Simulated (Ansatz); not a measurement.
`C[SiH]1[CH2][SnH2]1` → `[SnH3][CH]1C[SiH2]1`  (isomerisation)

Gas-phase electronic energies from Ansatz, PBE0-D4/def2-TZVP geometries. CBS: MP2 limit from def2 TZ/QZ plus the TZ coupled-cluster correction, frozen cores. Functionals use def2-TZVPP. Elements past krypton have def2 core potentials. For Sn outer-core shells are correlated without core-valence functions, which leaves a few kJ/mol of doubt a bond.

```
              species  r2SCAN energy (Eh)
`C[SiH]1[CH2][SnH2]1`          -584.82189
`[SnH3][CH]1C[SiH2]1`          -584.78805
```

Q: Work out ΔE.

A: ΔE = (-584.78805) − (-584.82189) = 0.03384 Eh = +88.8 kJ/mol. CCSD(T)/CBS gives +84.9 kJ/mol.

Largest T1 diagnostic among the species: 0.013.

In def2-TZVPP, CCSD(T) changes the Hartree–Fock value by +9.1 kJ/mol (the triples alone add +2.0 kJ/mol) and MP2 by +11.7 kJ/mol. From PBE to PBE0 (25 % exact exchange), in def2-TZVPP and without D4, ΔE moves by −3.6 kJ/mol.
